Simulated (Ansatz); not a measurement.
System: C₆H₁₂, charge 0, multiplicity 1. SMILES: C/C=C\C(C)C
Structure (B3LYP-D3(BJ)/def2-TZVP (Ansatz, a quantum-chemistry and plane-wave program) minimum search):
```
C
H 1 1.0922
C 1 1.5021 2 109.37
C 3 1.3308 1 128.21 2 -0.26
H 4 1.0866 3 117.34 1 -179.97
H 3 1.0884 4 117.53 5 0.00
C 4 1.4977 5 114.93 3 -179.97
H 7 1.0888 4 112.89 5 -179.99
H 7 1.0940 8 107.90 2 -122.54
H 7 1.0940 8 107.89 9 -114.74
C 1 1.5339 2 107.92 8 120.51
H 11 1.0910 1 111.12 2 -59.74
H 11 1.0923 12 108.36 1 -122.10
H 11 1.0932 12 107.84 13 -116.44
C 1 1.5340 2 107.92 8 -119.75
H 15 1.0910 1 111.12 2 59.72
H 15 1.0923 16 108.36 1 122.10
H 15 1.0932 16 107.83 17 116.45
```
Charge 0, spin multiplicity 1.

Wanted: atomisation energy (electronic, to ground-state atoms), in kJ/mol. Correlated levels leave the core frozen unless marked. UHF or UKS for open shells. Spin-orbit coupling is left out. Non-relativistic unless marked X2C. The coupled-cluster limit lacks core correlation, which all-electron functionals hold. CBS marks a two-point X^-3 extrapolation of the correlation energy; Hartree-Fock from the larger set. [CCSD(T)-MP2]/basis is that difference in the basis named.

```csv
level,program,atomisation energy (kJ/mol),minus last row
HF/6-31G,Ansatz,5354.0,-1939.1
HF/cc-pVQZ,Ansatz,5555.6,-1737.5
PBE-D4/def2-TZVPD,Ansatz + dftd4,7436.2,143.1
B3LYP-D4/def2-TZVPD,Ansatz + dftd4,7307.0,13.9
r2SCANh/def2-TZVPD,Ansatz,7274.9,-18.2
r2SCAN0/def2-TZVPD,Ansatz,7238.3,-54.8
HSE06/def2-TZVPD,Ansatz,7331.4,38.3
SCS-MP2/STO-3G,Ansatz,7608.5,315.4
SCS-MP2/aug-cc-pVTZ,Ansatz,7226.0,-67.1
CCSD/6-31G,Ansatz,6392.5,-900.6
CCSD(T)/6-31G*,Ansatz,6724.1,-569.0
CCSD(T)/cc-pVDZ,Ansatz,6828.0,-465.1
X2C-CCSD(T)/cc-pVTZ-DK,Ansatz,7143.5,-149.6
"RI-MP2/CBS(cc-pVTZ,cc-pVQZ)+[CCSD(T)-MP2]/cc-pVTZ",Ansatz,7301.6,8.5
"CCSD(T)/CBS(cc-pVTZ,cc-pVQZ)",Ansatz,7293.1,0.0
```
